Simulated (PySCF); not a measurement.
Electron correlation in Pd(35+) (palladium, charge +35)

[Ne] 3s1, 2S determinant. All numbers are calculated (PySCF 2.14, the non-relativistic Hamiltonian (point nucleus), in an uncontracted even-tempered set (16 s from 5.6 bohr⁻², ratio 2.5; 10 p from 7.3 bohr⁻², ratio 2.5; 4 d from 27 bohr⁻², ratio 2.7; 4 f from 41 bohr⁻², ratio 2.7)). Frozen: 1s2; 9 electrons correlated; the 17 highest virtual orbitals of each spin left out.

```
  level  correlation energy (mhartree)
   CCSD                        -317.97
    (T)                          -0.13
CCSD(T)                        -318.10
```

Diagnostics: T1 = 0.00010, D1 = 0.0004, largest double amplitude 0.003.

A non-relativistic calculation at this Z misses sizeable relativistic shifts.

Cost of the coupled-cluster step: roughly 17 core-seconds, for 9 correlated electrons.

Iterations:

```
CC2 = 0
CCSD nocc = (np.int64(5), np.int64(4)), nmo = (76, 76)
frozen orbitals [[0, 77, 78, 79, 80, 81, 82, 83, 84, 85, 86, 87, 88, 89, 90, 91, 92, 93], [0, 77, 78, 79, 80, 81, 82, 83, 84, 85, 86, 87, 88, 89, 90, 91, 92, 93]]
max_cycle = 100
direct = 0
conv_tol = 1e-08
conv_tol_normt = 1e-06
diis_space = 8
diis_start_cycle = 0
Init t2, MP2 energy = -0.316267269981934
Init E_corr(UCCSD) = -0.316267269981934
cycle = 1  E_corr(UCCSD) = -0.317907581732689  dE = -0.00164031175  norm(t1,t2) = 0.000570584
cycle = 2  E_corr(UCCSD) = -0.317972065093671  dE = -6.4483361e-05  norm(t1,t2) = 2.86715e-05
cycle = 3  E_corr(UCCSD) = -0.317974111411678  dE = -2.04631801e-06  norm(t1,t2) = 1.80151e-06
cycle = 4  E_corr(UCCSD) = -0.317974087735021  dE = 2.36766569e-08  norm(t1,t2) = 1.3367e-08
cycle = 5  E_corr(UCCSD) = -0.317974087396414  dE = 3.38606476e-10  norm(t1,t2) = 3.92393e-10
UCCSD converged
E(UCCSD) = -3924.863478815635  E_corr = -0.3179740873964143
UCCSD(T) correction = -0.000127057613779666
```

At this charge a non-relativistic calculation is a model, useful for the Z dependence of the correlation energy.
